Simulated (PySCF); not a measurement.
Species: C2H2Cl3 (charge -1, singlet). It need not be the lowest isomer of its formula. Whether it binds its extra electron was not tested at this geometry. SMILES: Cl[C-](CCl)Cl
Coordinates optimised at B3LYP-D3(BJ)/def2-TZVP (Ansatz):
```
C
H 1 1.0865
H 1 1.0931 2 110.51
C 1 1.5110 2 108.98 3 -130.47
Cl 1 1.8507 2 104.61 3 111.21
Cl 4 1.8927 1 104.45 2 165.48
Cl 4 1.9261 1 98.70 2 58.45
```
Charge -1, spin multiplicity 1.

Dispersion corrections to the total energy (kcal/mol) from the dftd3 and dftd4 libraries through PySCF: D3(BJ) without and D4 with the three-body term, each with the damping fitted for the functional named.

```json
[
 {"functional": "PBE0", "D3(BJ)": "-4.39", "D4": "(withheld)"},
 {"functional": "TPSSh", "D3(BJ)": "-5.93", "D4": "-6.79"},
 {"functional": "HSE06", "D3(BJ)": "-3.51", "D4": "-4.35"},
 {"functional": "BHLYP", "D3(BJ)": "-7.20", "D4": "-6.87"},
 {"functional": "BP86", "D3(BJ)": "-8.50", "D4": "-7.56"},
 {"functional": "LC-wPBE", "D3(BJ)": "-4.93", "D4": "(withheld)"},
 {"functional": "B2PLYP", "D3(BJ)": "-4.31", "D4": "(withheld)"}
]
```

Some entries are withheld; supply them.


- PBE0, D4: -4.67
- LC-wPBE, D4: -6.17
- B2PLYP, D4: -3.87
